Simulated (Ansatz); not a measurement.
Ansatz (a program for electronic structure) input:

Ansatz 0.2 input:
```yaml
crystal:
  periodic: [false, false, false]
  atoms:
    - {symbol: Cs, position_ang: [-0.00000000, -0.00000000, -1.52813754]}
    - {symbol: Br, position_ang: [0.00000000, 0.00000000, 2.40135899]}
basis:
  gaussian:
    orbitals: def2-TZVPD
hamiltonian:
  xc: {name: B2GP-PLYP}
total_charge: 1
magnetization: {spin_polarized: true, initial_magnetization: 1}
correlation: {electrons: outside_noble_gas}
```

Predict the final energy.

-2593.41909 Eh (B2GP-PLYP/def2-TZVPD). The basis has 89 functions.
